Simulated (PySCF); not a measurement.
## [Dy(H2CO)]3+ at several levels of theory

Computed with PySCF 2.14.0 (density fitting, no spin-orbit coupling) at the geometry relaxed with PBE0:

```xyz
5
[Dy(H2CO)]3+ (singlet in the valence; each metal's 4f electrons, 9 of them, lie in its core potential, out of spins and levels)
Dy    0.0000    0.0000   -0.1815
O     0.0000    0.0000    1.8833
C     0.0000    0.0000    3.1525
H     0.9724    0.0000    3.6955
H    -0.9724    0.0000    3.6955
```

| level | basis | state | HOMO (eV) | gap (eV) | charge on Dy1 (e) | population of f-type functions on Dy1 (polarisation alone where 4f lies in the core) | dipole about the centre of mass (D) | largest force component (eV/Å) |
| --- | --- | --- | --- | --- | --- | --- | --- | --- |
| PBE0 | Dy lcecp-1-SVP with ECP55, O def2-SVP, C def2-SVP, H def2-SVP | singlet | -25.36 | 5.79 | 2.44 | 0.03 | 5.08 | 0.00 |
| wB97X | the same | singlet | -27.64 | 10.61 | 2.46 | 0.03 | 4.71 | 0.30 |

In the lcecp rows the 4f levels are missing from HOMO and gap, and the state counts the valence alone.

Charges are Mulliken's, which hang on the basis. The relaxation used the grid (50, 194), these runs (75, 302) or, all-electron (x2c bases, spin-free X2C Hamiltonian), (99, 590).

Question: What does PBE with Dy lcecp-1-SVP with ECP55, O def2-SVP, C def2-SVP, H def2-SVP give here?

Answer: state singlet, HOMO (eV) -24.05, gap (eV) 3.32, charge on Dy1 (e) 2.36, population of f-type functions on Dy1 (polarisation alone where 4f lies in the core) 0.03, dipole about the centre of mass (D) 5.53, largest force component (eV/Å) 0.35. Time: 18 s on 2 threads of Intel(R) Xeon(R) Processor @ 2.50GHz (Skylake/Cascade Lake) (shared host), from an already converged density.

In the first row's basis the gap widens with exact exchange: 3.3 eV for PBE (none); 5.8 eV for PBE0 (a fixed share); 10.6 eV for wB97X (rising or full at long range).

An lcecp potential fixes the number of 4f electrons, so in runs with it no electron can move into or out of that shell.
